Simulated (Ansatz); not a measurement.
Si32H36, a nanocrystal cut from cubic silicon, relaxed as a singlet with RKS PBE-D4/def2-SVP in Ansatz, starting from the GFN2-xTB geometry. Force threshold 0.03 eV/Å.

Single mean-field runs in def2-SVP are fitted with def2-universal-jkfit.

Start:

Cartesian coordinates in Å:
```
Si -3.859 0.531 -1.071
Si -1.569 -1.681 -3.103
Si -1.329 3.522 -1.465
Si 0.973 1.321 -3.496
Si -0.301 -5.117 -1.729
Si -2.668 -2.774 0.315
Si -0.185 0.155 -0.010
Si -1.283 -0.920 3.523
Si 1.075 -3.187 1.378
Si -2.480 2.378 2.123
Si 1.127 1.931 3.149
Si 2.168 -2.100 -2.023
Si 4.721 0.818 -2.509
Si 3.474 -0.351 1.008
Si 2.283 3.080 -0.452
Si 2.434 -1.454 4.608
Si -4.506 -1.360 0.127
Si -2.053 -3.587 -1.807
Si -3.435 -0.295 -3.207
Si -0.720 2.912 -3.630
Si -2.026 1.699 -0.108
Si 0.346 -0.586 -2.241
Si 0.559 4.627 -0.663
Si 2.914 2.283 -2.575
Si -3.026 0.621 3.553
Si 1.513 -3.989 -0.788
Si -0.809 -1.735 1.350
Si 1.725 1.261 0.958
Si 0.653 0.036 4.463
Si 2.897 -2.135 2.425
Si -0.676 3.401 3.185
Si 4.057 -0.983 -1.180
H -4.983 1.488 -1.126
H -1.208 -2.142 -4.460
H -2.467 4.463 -1.520
H 1.315 0.834 -4.849
H 0.013 -5.663 -3.060
H -0.660 -6.322 -0.964
H -3.013 -3.939 1.156
H -1.640 -2.100 4.339
H 0.695 -4.348 2.212
H -3.612 3.325 2.052
H 2.322 2.585 3.723
H 2.498 -2.557 -3.390
H 5.129 0.389 -3.856
H 5.937 1.468 -1.996
H 4.648 0.324 1.602
H 3.467 3.725 0.155
H 2.128 -2.591 5.491
H 3.606 -0.848 5.260
H -5.598 -2.050 -0.580
H -5.114 -1.041 1.421
H -3.238 -4.246 -2.400
H -4.599 -1.061 -3.687
H -3.308 0.760 -4.217
H -1.857 2.472 -4.443
H -0.237 4.093 -4.365
H 0.954 5.688 -1.606
H 0.305 5.376 0.570
H 3.276 3.454 -3.406
H -4.328 0.019 3.252
H -3.216 1.132 4.921
H 2.672 -4.905 -0.708
H 0.309 0.505 5.825
H 4.027 -3.090 2.437
H -0.352 4.716 2.625
H -1.031 3.722 4.578
H 5.163 -1.962 -1.091
```

| step | energy (eV) | largest force component (eV/Å) | SCF passes |
| --- | --- | --- | --- |
| 1 | -252479.0292 | 0.537 | 20 |
| 2 | -252479.7802 | 0.452 | 21 |
| 3 | -252479.9834 | 0.085 | 20 |
| 4 | -252479.9893 | 0.015 | 22 |

Force components are those of the run's own axes.

End:

Cartesian coordinates in Å:
```
Si -3.845 0.574 -1.052
Si -1.516 -1.672 -3.121
Si -1.364 3.505 -1.439
Si 0.970 1.264 -3.507
Si -0.283 -5.059 -1.705
Si -2.636 -2.785 0.363
Si -0.177 0.148 -0.010
Si -1.283 -0.973 3.499
Si 1.024 -3.201 1.408
Si -2.494 2.383 2.078
Si 1.175 1.933 3.118
Si 2.145 -2.088 -2.078
Si 4.672 0.795 -2.475
Si 3.484 -0.294 1.027
Si 2.307 3.058 -0.404
Si 2.415 -1.446 4.546
Si -4.496 -1.355 0.140
Si -2.078 -3.541 -1.799
Si -3.420 -0.287 -3.208
Si -0.726 2.896 -3.627
Si -1.974 1.656 -0.106
Si 0.343 -0.576 -2.182
Si 0.559 4.619 -0.648
Si 2.867 2.302 -2.566
Si -3.028 0.610 3.539
Si 1.565 -3.951 -0.759
Si -0.783 -1.694 1.316
Si 1.686 1.224 0.933
Si 0.613 0.064 4.441
Si 2.908 -2.151 2.356
Si -0.667 3.401 3.171
Si 4.032 -1.034 -1.141
H -5.000 1.547 -1.113
H -1.147 -2.136 -4.512
H -2.524 4.474 -1.500
H 1.310 0.765 -4.893
H 0.057 -5.543 -3.095
H -0.662 -6.252 -0.859
H -2.993 -3.971 1.230
H -1.656 -2.180 4.330
H 0.617 -4.379 2.264
H -3.652 3.354 2.012
H 2.395 2.610 3.700
H 2.466 -2.543 -3.483
H 5.021 0.326 -3.867
H 5.881 1.476 -1.878
H 4.673 0.415 1.636
H 3.513 3.721 0.221
H 2.042 -2.633 5.402
H 3.619 -0.769 5.157
H -5.531 -2.071 -0.698
H -5.115 -1.034 1.474
H -3.296 -4.204 -2.403
H -4.602 -1.151 -3.584
H -3.279 0.791 -4.247
H -1.886 2.432 -4.465
H -0.138 4.126 -4.279
H 0.971 5.609 -1.713
H 0.309 5.380 0.626
H 3.225 3.502 -3.414
H -4.359 -0.020 3.229
H -3.096 1.187 4.935
H 2.755 -4.879 -0.672
H 0.253 0.551 5.827
H 4.062 -3.127 2.358
H -0.323 4.749 2.596
H -1.063 3.594 4.616
H 5.156 -2.041 -1.044
```

By distances, no bond broke or formed. The bond that changes most is Si7–Si27, from 2.41 to 2.35 Å (atoms count from 1).

No frequencies were taken in this run, so the end may be a saddle point.

It took 13 s on 10 threads of AMD EPYC 7R13 on a shared host and a whole NVIDIA H100 80GB HBM3, peak host memory 1.4 GiB.
